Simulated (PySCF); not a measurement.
**Broadened absorption spectrum of C3H4F2SSi**

Species: C3H4F2SSi.
Atom-mapped SMILES: `[F:1][CH:2]([F:3])[C:4]([SiH3:5])=[C:6]=[S:7]` (hydrogens: H8 on C2; H9, H10, H11 on Si5)

Cartesian coordinates in Å at the GFN2-xTB level; atoms count from 1:
```xyz
11
C3H4F2SSi angstrom
F     -0.9392   -1.7377   -0.9370
C     -1.1172   -0.9460    0.1541
F     -0.6801   -1.6890    1.2055
C     -0.3442    0.3193    0.0318
Si     1.5507    0.1216   -0.1904
C     -0.8538    1.5064    0.0636
S     -1.2955    2.9978    0.0800
H     -2.1987   -0.7916    0.2812
H      1.9046    0.7430   -1.4658
H      2.1916    0.7948    0.9384
H      1.7872   -1.3161   -0.1873
```

Method used: PySCF 2.14.0, density-fitted response routines, TDDFT PBE0/def2-SVPD, vertical, gas phase, core orbitals frozen in the response. GFN2-xTB frequencies show an imaginary mode (74i cm⁻¹), so this geometry is no minimum at that level.

Computed states:

```tsv
state	E (eV)	f
S1	2.73	0.0001
S2	4.94	0.0006
S3	5.90	0.0003
S4	6.19	0.011
S5	6.50	0.703
S6	6.59	0.0031
S7	6.59	0.076
S8	6.69	0.0044
```

Each state is given a Gaussian of 0.5 eV full width at half maximum, with ε(max) = 2.175×10⁸ f / Δν̃ (Δν̃ the width in cm⁻¹). The width is an assumption, not a result. The curve ends short of the highest state used, and states not computed would add to its high-energy end.

Q: Give the broadened spectrum and its maxima.

A: 
(E (eV), ε (L mol⁻¹ cm⁻¹)): (1.98, 0), (2.16, 0), (2.33, 1), (2.51, 4), (2.69, 6), (2.87, 5), (3.05, 2), (3.23, 0), (3.41, 0), (3.58, 0), (3.76, 0), (3.94, 0), (4.12, 0), (4.30, 0), (4.48, 3), (4.66, 14), (4.84, 29), (5.01, 31), (5.19, 17), (5.37, 5), (5.55, 13), (5.73, 126), (5.91, 1120), (6.09, 6828)

Maxima: 454 nm (2.73 eV), ε about 5.9, made up of S1 (100%); 251 nm (4.94 eV), ε about 33, made up of S2 (100%) (ε in L mol⁻¹ cm⁻¹; maxima over ε = 5, shares over 10%). At its high-energy end, 6.09 eV, the curve is still rising (ε about 6800, from S5).

Q: Coming from long wavelengths, where does ε first pass 100 L mol⁻¹ cm⁻¹?

A: At about 217 nm (5.71 eV), 2.99 eV above S1.

Q: On this curve, what absorbance would a 10⁻⁴ mol/L sample give at 222 nm over a 1 cm path?

A: 222 nm is 5.585 eV, where ε is about 20 L mol⁻¹ cm⁻¹, so A = ε c l ≈ 0.002 (Beer–Lambert, with the gas-phase spectrum and the assumed width).

Q: Does any computed singlet lie in the visible range?

A: S1 lies in the visible range (380 to 750 nm), at 455 nm, dark in the vertical dipole picture (f under 0.0005); light of that wavelength is blue, and its complementary colour is yellow; a Tamm–Dancoff triplet lies at 519 nm, without intensity as long as spin–orbit coupling is left out.

On one thread, AMD EPYC 9R45 (x86_64), shared host, this took 11 s wall and 0.79 GiB of memory at its peak.

One conformer stands for the species.
